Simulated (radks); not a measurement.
Task: Radial electron density D(r) = 4 pi r^2 rho(r) of an atom or ion with 51 electrons. Calculated with a radial shooting solver on a logarithmic mesh with Libxc functionals: Dirac Kohn-Sham, LDA (Slater exchange, Perdew-Wang correlation), spin-unpolarised, spherical densities, finite nucleus; Fermi nuclear charge, rms radius of each element as measured or else 0.836 A^(1/3) + 0.57 fm.

```
   r/bohr * D(r) (the largest magnitude, 88.1, reaches the edge; | marks zero)
 0.002025 |   *
 0.002358 |    *
 0.002745 |      *
 0.003195 |       *
  0.00372 |         *
  0.00433 |            *
 0.005041 |               *
 0.005869 |                  *
 0.006832 |                      *
 0.007954 |                          *
  0.00926 |                              *
  0.01078 |                                  *
  0.01255 |                                      *
  0.01461 |                                        *
  0.01701 |                                          *
   0.0198 |                                           *
  0.02305 |                                          *
  0.02683 |                                        *
  0.03124 |                                      *
  0.03637 |                                     *
  0.04234 |                                      *
  0.04929 |                                        *
  0.05738 |                                             *
   0.0668 |                                                  *
  0.07776 |                                                      *
  0.09053 |                                                      *
   0.1054 |                                                  *
   0.1217 |                                             *
   0.1417 |                                        *
    0.165 |                                       *
    0.192 |                                         *
   0.2236 |                                             *
   0.2603 |                                             *
    0.303 |                                       *
   0.3527 |                             *
   0.4106 |                   *
    0.478 |               *
   0.5565 |               *
   0.6479 |                *
   0.7542 |                *
    0.878 |             *
    1.022 |         *
     1.19 |      *
    1.385 |   *
    1.613 |  *
    1.877 | *
    2.186 | *
    2.544 |*
    2.962 |*
    3.448 *
    4.015 *
    4.674 *
    5.441 *
    6.334 *
    7.374 *
    8.584 *
```

What is the nuclear charge?

Result: Z = 53. The innermost maximum, from 1s, lies near gamma/Z bohr with gamma = sqrt(1 - (Z/c)^2) = 0.922, here 0.0174 bohr (found: 0.0192), and its height grows with Z. The density is that of the iodine ion I2+ in [Kr] 4d10 5s2 5p2.75 5d0.25; the configuration itself is not fixed sharply by these data, and Z only to a few units. D(r) has 4 maxima, at r = 0.0192, 0.0842, 0.242, 0.696 bohr, and minima at 0.0375, 0.160, 0.510 bohr, inside which lie 2.04, 11.22, 28.96 electrons.
